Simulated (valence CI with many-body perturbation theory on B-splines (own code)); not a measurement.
**Missing levels of Bi²⁺**

Level of theory: relativistic CI+MBPT: three valence electrons over a frozen Dirac-Fock core [Xe] 4f14 5d10, radial functions for each j: 11 s, 11 p, 9 d, 7 f, 5 g, 2 h, 1 i, with the one-electron correlation potential Σ1, the two-electron term Σ2, the three-electron term Σ3, Breit, model QED; selected CI, second order for the rest, scaled by the run's own slope (own B-spline code, finite nucleus).

Set against measurement, 20 paired levels are off by 486 cm⁻¹ on average, the worst by 1325. These come from a selection out of Moore, Atomic Energy Levels, vol. III, NSRDS-NBS 35 (1971 reprint of NBS Circular 467, 1958), an old analysis. Levels without a partner in it may be off by more. The list stops below the first excitations out of the core.

| Level | E (eV) |
| --- | --- |
| 6s2.6p 2P°_1/2 | 0.000 |
| 6s2.6p 2P°_3/2 | 2.617 |
| 6s.6p2 4P_1/2 | 8.644 |
| 6s.6p2 4P_3/2 | ? |
| 6s.6p2 4P_5/2 | ? |
| 6s2.7s 2S_1/2 | 11.864 |
| 6s.6p2 2D_3/2 | 11.953 |
| 6s2.6d 2D_5/2 | 12.762 |
| 6s.6p2 2P_1/2 | ? |
| 6s2.6d 2D_3/2 | ? |
| 6s.6p2 2D_5/2 | ? |
| 6s2.7p 2P°_1/2 | 14.546 |
| 6s2.7p 2P°_3/2 | 15.177 |
| 6s.6p2 2S_1/2 | 16.305 |
| 6s.6p2 2P_3/2 | 16.402 |
| 5f.6s2 2F°_7/2 | 17.097 |
| 5f.6s2 2F°_5/2 | ? |
| 6s2.8s 2S_1/2 | 17.939 |
| 6s2.7d 2D_3/2 | 18.527 |
| 6s2.7d 2D_5/2 | 18.612 |

Names give the largest LS component (configuration and term), which can be under half, so a name can repeat, a term be missing and a line seem to break the LS rules; names also repeat where a configuration has a term twice.

The levels stand in rising order. What does the calculation give for the missing energies?

6s.6p2 4P_3/2 10.256; 6s.6p2 4P_5/2 11.051; 6s.6p2 2P_1/2 13.493; 6s2.6d 2D_3/2 13.546; 6s.6p2 2D_5/2 14.502; 5f.6s2 2F°_5/2 17.109.
